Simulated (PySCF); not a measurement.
# Trend along group 15: MC anions

r²SCAN with double-zeta basis sets in PySCF, for the lowest determinant that a PBE0 search found; no spin–orbit coupling. De refers to high-spin ground-configuration atoms (the charge goes to the atom of lower measured ionisation energy or higher electron affinity, which is not always the lowest computed limit). A positive dipole points towards C; it is taken about the centre of mass and depends on that origin.

| M | basis | charged atom | state (unpaired electrons) | Re (Å) | ωe (cm⁻¹) | De (eV) | μ (D) |
| --- | --- | --- | --- | --- | --- | --- | --- |
| N | aug-cc-pVDZ | C− | singlet (closed shell) | 1.186 | 2100 | 9.81 | -0.67 |
| As | aug-pcseg-1 | C− | singlet (closed shell) | 1.721 | 991 | 5.67 | -3.94 |
| Sb | aug-cc-pVDZ-PP/aug-cc-pVDZ | C− | singlet (closed shell) | 1.940 | 816 | 4.31 | -4.51 |
| Bi | aug-cc-pVDZ-PP/aug-cc-pVDZ | C− | singlet (closed shell) | 2.026 | 739 | 3.61 | -4.96 |

The shortest bond is that of CN⁻ (1.186 Å), the longest that of BiC⁻ (2.026 Å). CN⁻ is bound most strongly (9.81 eV) and BiC⁻ least (3.61 eV).

The rows differ in basis set, which adds steps of its own.

Down a group the atoms grow and get heavier, so bonds lengthen and wavenumbers fall; this series shows no clear exception.

Spin–orbit coupling is left out, which matters for elements this heavy, above all for dissociation energies. For an ion De counts to the pair picked by the measured ionisation energies or electron affinities, which need not be the lowest pair at this level.
